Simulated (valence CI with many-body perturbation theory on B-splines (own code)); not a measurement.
## Os55+: E2, M1 decay

Calculated by configuration interaction combined with many-body perturbation theory (CI+MBPT): three valence electrons over a frozen Dirac-Fock core [Ar], radial functions for each j: 9 s, 9 p, 10 d, 8 f, 5 g, 3 h, 1 i, with the one-electron correlation potential Σ1, the two-electron term Σ2, the three-electron term Σ3, Breit, model QED; selected CI, second order for the rest (own B-spline code, finite nucleus).

The last digits are not significant, and no measured levels were compared; by estimate large intervals hold to a few tenths of a per cent, small ones and those within an open d or f shell to about a per cent. The list stops below the first excitations out of the core. Only levels of the ground parity were solved; by the run's estimate the other parity begins above the list, which can be wrong where configurations are misplaced.

Lines 1 to 36 of 36 in falling wavelength, among levels below 240.42 eV, chosen from the decays that carry over 1 % of a level's rate. Wavelengths and rates use the calculated energies. Electric multipoles are in the length gauge, E1 and E2 with the static RPA response of the core. Weak lines are less certain than strong ones. Lines between different terms over intervals too small for the method are left out, as are lines whose strength nearly cancels. The highest levels of a list are the least certain. Branching is blank where the lifetime is uncertain.

Levels are named by their leading jj configuration (3d3/2^4 stands for four electrons in 3d with j = 3/2), which in mixed levels can hold well under half, so a name can repeat and another be missing. Letters in brackets count levels of one name in rising energy.

| λ vac (nm) | Upper | Lower | Type | A (s⁻¹) | Branch % |
| --- | --- | --- | --- | --- | --- |
| 122.0 | (3d3/2^2 3d5/2) J=9/2 | (3d3/2^2 3d5/2) J=5/2 [a] | E2 | 4.42e-04 |  |
| 118.6 | (3d3/2^2 3d5/2) J=7/2 | (3d3/2^2 3d5/2) J=5/2 [a] | M1 | 6.88e+03 | 90.8 |
| 47.48 | (3d3/2^2 3d5/2) J=5/2 [b] | (3d3/2^2 3d5/2) J=7/2 | M1 | 1.07e+04 | 2.3 |
| 41.18 | (3d3/2^2 3d5/2) J=5/2 [b] | (3d3/2^2 3d5/2) J=3/2 | M1 | 3.77e+04 | 8.2 |
| 33.91 | (3d3/2^2 3d5/2) J=5/2 [b] | (3d3/2^2 3d5/2) J=5/2 [a] | M1 | 1.38e+04 | 3.0 |
| 21.40 | (3d3/2 3d5/2^2) J=3/2 [a] | (3d3/2^2 3d5/2) J=5/2 [b] | M1 | 1.95e+05 | 1.8 |
| 19.86 | (3d3/2 3d5/2^2) J=5/2 [a] | (3d3/2^2 3d5/2) J=5/2 [b] | M1 | 1.03e+06 | 18.2 |
| 17.26 | (3d3/2 3d5/2^2) J=5/2 [b] | (3d3/2^2 3d5/2) J=5/2 [b] | M1 | 1.74e+06 | 50.0 |
| 17.21 | (3d3/2 3d5/2^2) J=7/2 [b] | (3d3/2^2 3d5/2) J=5/2 [b] | M1 | 3.90e+05 | 14.4 |
| 16.81 | (3d3/2 3d5/2^2) J=7/2 [a] | (3d3/2^2 3d5/2) J=7/2 | M1 | 1.78e+06 | 19.7 |
| 16.47 | (3d3/2^2 3d5/2) J=5/2 [a] | (3d3/2^3) J=3/2 | M1 | 5.14e+06 | 100.0 |
| 15.78 | (3d3/2 3d5/2^2) J=9/2 | (3d3/2^2 3d5/2) J=7/2 | M1 | 1.93e+06 | 36.1 |
| 15.72 | (3d3/2 3d5/2^2) J=9/2 | (3d3/2^2 3d5/2) J=9/2 | M1 | 3.41e+06 | 63.9 |
| 15.17 | (3d3/2^2 3d5/2) J=3/2 | (3d3/2^3) J=3/2 | M1 | 4.11e+06 | 99.9 |
| 15.03 | (3d3/2 3d5/2^2) J=3/2 [a] | (3d3/2^2 3d5/2) J=1/2 | M1 | 1.11e+06 | 10.5 |
| 14.72 | (3d3/2 3d5/2^2) J=7/2 [a] | (3d3/2^2 3d5/2) J=5/2 [a] | M1 | 7.26e+06 | 80.2 |
| 14.50 | (3d3/2 3d5/2^2) J=1/2 | (3d3/2^2 3d5/2) J=1/2 | M1 | 6.46e+06 | 93.8 |
| 14.46 | (3d3/2^2 3d5/2) J=7/2 | (3d3/2^3) J=3/2 | E2 | 6.98e+02 | 9.2 |
| 14.20 | (3d3/2^2 3d5/2) J=1/2 | (3d3/2^3) J=3/2 | M1 | 1.53e+06 | 99.7 |
| 14.08 | (3d3/2 3d5/2^2) J=3/2 [a] | (3d3/2^2 3d5/2) J=3/2 | M1 | 6.35e+06 | 60.3 |
| 14.00 | (3d3/2 3d5/2^2) J=5/2 [a] | (3d3/2^2 3d5/2) J=7/2 | M1 | 3.05e+05 | 5.4 |
| 14.00 | (3d3/2 3d5/2^2) J=11/2 | (3d3/2^2 3d5/2) J=9/2 | M1 | 2.08e+06 | 99.9 |
| 13.61 | (3d3/2 3d5/2^2) J=1/2 | (3d3/2^2 3d5/2) J=3/2 | M1 | 4.06e+05 | 5.9 |
| 13.40 | (3d3/2 3d5/2^2) J=5/2 [a] | (3d3/2^2 3d5/2) J=3/2 | M1 | 3.64e+06 | 64.6 |
| 13.29 | (3d3/2 3d5/2^2) J=3/2 [b] | (3d3/2^2 3d5/2) J=5/2 [b] | M1 | 3.47e+06 | 68.8 |
| 13.12 | (3d3/2 3d5/2^2) J=3/2 [a] | (3d3/2^2 3d5/2) J=5/2 [a] | M1 | 2.85e+06 | 27.1 |
| 12.66 | (3d3/2 3d5/2^2) J=5/2 [b] | (3d3/2^2 3d5/2) J=7/2 | M1 | 1.59e+06 | 45.7 |
| 12.63 | (3d3/2 3d5/2^2) J=7/2 [b] | (3d3/2^2 3d5/2) J=7/2 | M1 | 1.10e+06 | 40.6 |
| 12.59 | (3d3/2 3d5/2^2) J=7/2 [b] | (3d3/2^2 3d5/2) J=9/2 | M1 | 9.64e+05 | 35.5 |
| 12.52 | (3d3/2 3d5/2^2) J=5/2 [a] | (3d3/2^2 3d5/2) J=5/2 [a] | M1 | 6.47e+05 | 11.5 |
| 11.44 | (3d3/2 3d5/2^2) J=5/2 [b] | (3d3/2^2 3d5/2) J=5/2 [a] | M1 | 1.02e+05 | 2.9 |
| 11.42 | (3d3/2 3d5/2^2) J=7/2 [b] | (3d3/2^2 3d5/2) J=5/2 [a] | M1 | 2.30e+05 | 8.5 |
| 11.08 | (3d3/2^2 3d5/2) J=5/2 [b] | (3d3/2^3) J=3/2 | M1 | 3.98e+05 | 86.2 |
| 10.52 | (3d3/2 3d5/2^2) J=3/2 [b] | (3d3/2^2 3d5/2) J=1/2 | M1 | 6.89e+04 | 1.4 |
| 10.05 | (3d3/2 3d5/2^2) J=3/2 [b] | (3d3/2^2 3d5/2) J=3/2 | M1 | 4.83e+05 | 9.6 |
| 9.549 | (3d3/2 3d5/2^2) J=3/2 [b] | (3d3/2^2 3d5/2) J=5/2 [a] | M1 | 9.26e+05 | 18.4 |
